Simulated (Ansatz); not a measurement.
Consider the formal hydrolysis of a Ga–N bond: `[NH2][GaH][OH]` + H₂O → `[OH][GaH][OH]` + NH₃.

Gas-phase electronic energies from Ansatz, PBE0-D4/def2-TZVP geometries. CBS: MP2 limit from def2 TZ/QZ plus the TZ coupled-cluster correction, frozen cores. This one scheme is used for every species. Functionals use def2-TZVPP. B3LYP here is the variant with VWN-RPA as its local correlation; programs differ in this. For Ga outer-core shells are correlated without core-valence functions, which leaves a few kJ/mol of doubt a bond. Scalar relativity is left out up to krypton. One conformer a species, not always the lowest.

`[NH2][GaH][OH]`:

```xyz
7

N     0.257   -1.073   -0.501
Ga    0.421    0.620    0.128
O    -1.030    1.383    0.844
H    -0.588   -1.616   -0.478
H     1.018   -1.580   -0.919
H     1.733    1.436    0.081
H    -1.812    0.829    0.845
```

H₂O:

Cartesian coordinates in Å:
```
O -0.229 0.200 0.243
H 0.454 -0.434 0.473
H -0.225 0.234 -0.716
```

`[OH][GaH][OH]`:

```xyz
6

O    -0.597   -0.307    1.253
Ga    0.482    0.079   -0.117
O    -0.401    0.264   -1.648
H    -0.156   -0.415    2.097
H     2.018    0.245   -0.039
H    -1.347    0.134   -1.547
```

NH₃:

Cartesian coordinates in Å:
```
N -0.038 -0.224 0.166
H 0.861 -0.249 -0.298
H -0.745 -0.169 -0.557
H -0.079 0.642 0.689
```

| species | B3LYP-D4 energy (Eh) |
| --- | --- |
| `[NH2][GaH][OH]` | -2057.40479 |
| H₂O | -76.46698 |
| `[OH][GaH][OH]` | -2077.29211 |
| NH₃ | -56.58929 |

**Question.** Work out ΔE.

**Answer.** ΔE = (-2077.29211) + (-56.58929) − (-2057.40479) − (-76.46698) = -0.00963 Eh = -0.26 eV. CCSD(T)/CBS gives -0.20 eV.

Largest T1 diagnostic among the species: 0.015.

From BLYP to BHLYP (50 % exact exchange), in def2-TZVPP and without D4, ΔE moves by +0.05 eV. At CCSD(T), def2-SVP lies −0.11 eV from the extrapolated value and def2-TZVPP −0.05 eV. Leaving LDA and LC-ωPBE aside and taking each functional with its dispersion term where it has one, the values, not all of them listed here, spread over 0.09 eV, from B97M-V to PBE0-D4. LDA lies +0.06 eV from PBE without D4.
